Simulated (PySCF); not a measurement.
**Relaxation of singlet TiOCl₂**

Method: PBE/[Ti def2-SVP, O def2-SVP, Cl def2-SVP], no relativity, density fitting, PySCF. A (50,194) grid was used.

A start displaced from a saddle point along its imaginary mode, of Cs symmetry, held to at least that symmetry:

Coordinates in bohr (charge 0 multiplicity 1):
```
Ti    0.0000    0.4241    0.5710
O     0.0000   -0.4724    3.5858
Cl    3.8162   -0.1827   -1.2116
Cl   -3.8162   -0.1827   -1.2116
```

Task: What forces act on the atoms at the start (eV/Å)?

Result: 
```csv
atom,Fx,Fy,Fz
Ti1,0.00,-1.13,2.78
O2,0.00,0.93,-2.98
Cl3,-0.46,0.10,0.10
Cl4,0.46,0.10,0.10
```

Task: What does it relax to?

Result: It ends at Cs with Ti–Cl 2.225 Å (×2), Ti–O 1.595 Å; Cl–Ti–Cl 125.8°, Cl–Ti–O 113.8° (×2) (after a last refinement on a finer grid). A frequency run shows a minimum. Other isomers or separated fragments may lie lower.

Task: How much energy is released, and in how many steps?

Result: 13.3 kJ/mol in 7 steps.

The relaxation took about 26 core-seconds on a shared host.
